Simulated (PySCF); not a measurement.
Isomers of C2H2N2O. Isolated molecules, 0 K electronic values unless said otherwise. One relaxed conformer stands for each flexible species; it need not be the lowest. Strings in code marks are SMILES.

Computed with PBE-D3(BJ)/def2-TZVP in PySCF 2.14.0. Delta-SCF ions had no search for a lower state. 

```json
[
 {"species": "`N#C/N=C/O`", "vertical ionisation energy (Delta-SCF) (eV)": "10.56", "S1 oscillator strength": "0.000"},
 {"species": "`N#C/N=C\\O`", "vertical ionisation energy (Delta-SCF) (eV)": "10.83", "S1 oscillator strength": "0.002"},
 {"species": "`N#CNC=O`", "vertical ionisation energy (Delta-SCF) (eV)": "10.65", "S1 oscillator strength": "0.001"},
 {"species": "`[H]/N=C/OC#N`", "vertical ionisation energy (Delta-SCF) (eV)": "–", "S1 oscillator strength": "0.089"},
 {"species": "`N=C=NC=O`", "vertical ionisation energy (Delta-SCF) (eV)": "10.05", "S1 oscillator strength": "0.001"}
]
```
